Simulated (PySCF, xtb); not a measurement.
Al(CF3)(F)(OH) (CHAlF4O), SMILES [OH][Al]([F])[C](F)(F)F. The values are those of a single conformer.

Harmonic wavenumbers (cm⁻¹) from GFN2-xTB in xtb 6.7.1 at its own minimum, in rising order: 20, 63, 81, 147, 198, 260, 329, 349, 445, 454, 462, 635, 743, 993, 996, 1028, 1091, 3753.

**Question.** What does PBE-D3(BJ)/def2-SVP (PySCF 2.14.0) give at its own minimum? (The exact figures need the calculation; the answer reports its results.)

**Answer.** 5, 101, 113, 191, 235, 279, 357, 363, 497, 499, 541, 695, 803, 941, 1056, 1085, 1170, 3819. Paired by order, the mean absolute difference is 46 cm⁻¹ and the zero-point energies are 17.2 and 18.2 kcal/mol.
